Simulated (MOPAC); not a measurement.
Input for MOPAC: AM1 on FHOSi (SMILES O[Si]F), a point of a bond scan (R = 1.628 Å).

```
AM1 1SCF PRECISE CHARGE=0 THREADS=1
FHOSi

Si     0.00937425 1     0.00603277 1     0.61022733 1
F     -0.73513023 1     1.02562647 1    -0.41739903 1
O      0.73079075 1    -1.04612827 1    -0.42560613 1
H      0.63860656 1    -0.94607081 1    -1.38174233 1
```

Output:

```
*******************************************************************************
 **                                                                           **
 **                              MOPAC v23.2.5                                **
 **                                                                           **
 *******************************************************************************
 ** MOPAC's Digital Object Identifier: https://doi.org/10.5281/zenodo.6511958 **
 **                                                                           **
 ** Please cite the open-source release paper for use of this MOPAC version:  **
 ** J. E. Moussa and J. J. P. Stewart (2026)                                  **
 ** MOPAC: An open-source semiempirical molecular orbital program             **
 ** J. Open Source Softw., 11(119), 8025, https://doi.org/10.21105/joss.08025 **
 *******************************************************************************

                              AM1 CALCULATION RESULTS

 *******************************************************************************
 *  AM1        - The AM1 Hamiltonian to be used
 *
 *
 *
 *                 CHARGE ON SYSTEM = 0
 *
 *
 *
 *  PRECISE    - TIGHTER CRITERIA TO BE USED
 *  1SCF       - DO 1 SCF AND THEN STOP
 *  THREADS=1  - MULTI-THREADING NOT USED
 *  T=         - A TIME OF 172800.0 SECONDS REQUESTED
 *  DUMP=N     - RESTART FILE WRITTEN EVERY 7200.0 SECONDS REQUESTED
 *******************************************************************************
AM1 1SCF PRECISE CHARGE=0 THREADS=1
 FHOSi

   ATOM   CHEMICAL          X               Y               Z
  NUMBER   SYMBOL      (ANGSTROMS)     (ANGSTROMS)     (ANGSTROMS)

     1      Si          0.00937425  *   0.00603277  *   0.61022733  *
     2       F         -0.73513023  *   1.02562647  *  -0.41739903  *
     3       O          0.73079075  *  -1.04612827  *  -0.42560613  *
     4       H          0.63860656  *  -0.94607081  *  -1.38174233  *



          CARTESIAN COORDINATES

    NO.       ATOM           X           Y           Z

     1        Si          0.0094      0.0060      0.6102
     2         F         -0.7351      1.0256     -0.4174
     3         O          0.7308     -1.0461     -0.4256
     4         H          0.6386     -0.9461     -1.3817

  H: (AM1): M.J.S. DEWAR ET AL, J. AM. CHEM. SOC. 107 3902-3909 (1985)
  O: (AM1): M.J.S. DEWAR ET AL, J. AM. CHEM. SOC. 107 3902-3909 (1985)
  F: (AM1): M.J.S. DEWAR AND E. G. ZOEBISCH, THEOCHEM, 180, 1 (1988).
 Si: (AM1): M.J.S.DEWAR, C. JIE, ORGANOMETALLICS, 6, 1486-1490 (1987).

           Empirical Formula: H O Si F  =     4 atoms



      MOLECULAR POINT GROUP   :   Cs


      RHF CALCULATION, NO. OF DOUBLY OCCUPIED LEVELS = 9


 -------------------------------------------------------------------------------
 AM1 1SCF PRECISE CHARGE=0 THREADS=1
 FHOSi



     1SCF WAS SPECIFIED, SO BFGS WAS NOT USED
     SCF FIELD WAS ACHIEVED


                              AM1 CALCULATION
                                                       MOPAC v23.2.5 Linux




          FINAL HEAT OF FORMATION =       -131.85129 KCAL/MOL =    -551.66578 KJ/MOL


          COSMO AREA              =         89.87 SQUARE ANGSTROMS
          COSMO VOLUME            =         76.29 CUBIC ANGSTROMS

          IONIZATION POTENTIAL    =          7.993958 EV
          HOMO LUMO ENERGIES (EV) =         -7.994 -0.217
          NO. OF FILLED LEVELS    =          9
          MOLECULAR WEIGHT        =         64.0912         POINT GROUP:  Cs

          MOLECULAR DIMENSIONS (Angstroms)

            Atom       Atom       Distance
            H     4    F     2     2.58934
            F     2   Si     1     1.42404
            O     3    H     4     0.00000


          SCF CALCULATIONS        =          1





   ATOM   CHEMICAL          X               Y               Z
  NUMBER   SYMBOL      (ANGSTROMS)     (ANGSTROMS)     (ANGSTROMS)

     1      Si          0.00937425  *   0.00603277  *   0.61022733  *
     2       F         -0.73513023  *   1.02562647  *  -0.41739903  *
     3       O          0.73079075  *  -1.04612827  *  -0.42560613  *
     4       H          0.63860656  *  -0.94607081  *  -1.38174233  *

                             CARTESIAN COORDINATES

   1   Si        0.009374250     0.006032770     0.610227330
   2    F       -0.735130230     1.025626470    -0.417399030
   3    O        0.730790750    -1.046128270    -0.425606130
   4    H        0.638606560    -0.946070810    -1.381742330


           Empirical Formula: H O Si F  =     4 atoms



      MOLECULAR POINT GROUP   :   Cs


                  EIGENVALUES
 -47.73934 -36.50924 -18.77523 -16.54409 -15.12944 -15.10042 -13.41152 -13.24456
  -7.99396  -0.21651   1.56521   3.09945   5.45006


              NET ATOMIC CHARGES AND DIPOLE CONTRIBUTIONS

  ATOM NO.   TYPE          CHARGE      No. of ELECS.   s-Pop       p-Pop
    1         Si           0.865704        3.1343     1.48203     1.65226
    2          F          -0.467330        7.4673     1.88179     5.58553
    3          O          -0.632714        6.6327     1.82945     4.80326
    4          H           0.234340        0.7657     0.76566
 DIPOLE           X         Y         Z       TOTAL
 POINT-CHG.     0.187    -0.163     3.213     3.222
 HYBRID        -0.213     0.166    -4.268     4.277
 SUM           -0.026     0.004    -1.055     1.056


          ATOMIC ORBITAL ELECTRON POPULATIONS

     Atom    s        px        py        pz
    1 Si   1.48203   0.31719   0.33078   1.00429
    2  F   1.88179   1.85906   1.84924   1.87724
    3  O   1.82945   1.78853   1.75455   1.26018
    4  H   0.76566

 **********************
 *                    *
 * JOB ENDED NORMALLY *
 *                    *
 **********************




 == MOPAC DONE ==
```

The run finished.

Cost: around 0.020 core-seconds (rough).
